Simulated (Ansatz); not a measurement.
Species: sum formula H$_{5}$BSiO$_{6}$ (charge 0, singlet). 
Geometry from a B3LYP-D3(BJ)/def2-TZVP (Ansatz, a program for electronic structure) optimisation:
```xyz
13

O     -1.8848    -0.6501     0.9789
B     -1.7122     0.1975    -0.1062
O     -2.7374     0.8332    -0.7531
O     -0.4533     0.4007    -0.5600
Si     1.0429    -0.0491    -0.0345
O      0.9139    -1.4211     0.8315
O      2.0201    -0.2442    -1.3246
O      1.6967     1.1267     0.8835
H     -2.7837    -0.7704     1.2934
H     -3.6208     0.6663    -0.4171
H      0.0567    -1.5507     1.2545
H      1.7650    -0.8790    -1.9979
H      2.1011     1.8712     0.4318
```
Charge 0, spin multiplicity 1.

Basis-set convergence of Hartree-Fock and CCSD correlation energies (hartree) with Ansatz. Valence correlation only, unless marked. No spin-orbit coupling. No relativistic terms.

| basis | functions | E(HF) | E(corr, CCSD) |
|---|---|---|---|
| cc-pV(D+d)Z | 146 | -766.12322 | -1.30917 |
| cc-pV(T+d)Z | 319 | -766.32917 | -1.65040 |
| cc-pV(Q+d)Z | 599 | -766.37326 | -1.76834 |

Extrapolating the two largest sets (X = 3 and 4) as X^-3: E(corr) = (64·(-1.76834) - 27·(-1.65040))/37 = -1.8544 Eh, an estimate of the basis-set limit. The largest set recovers 95.4 % of it, the smallest 70.6 %.
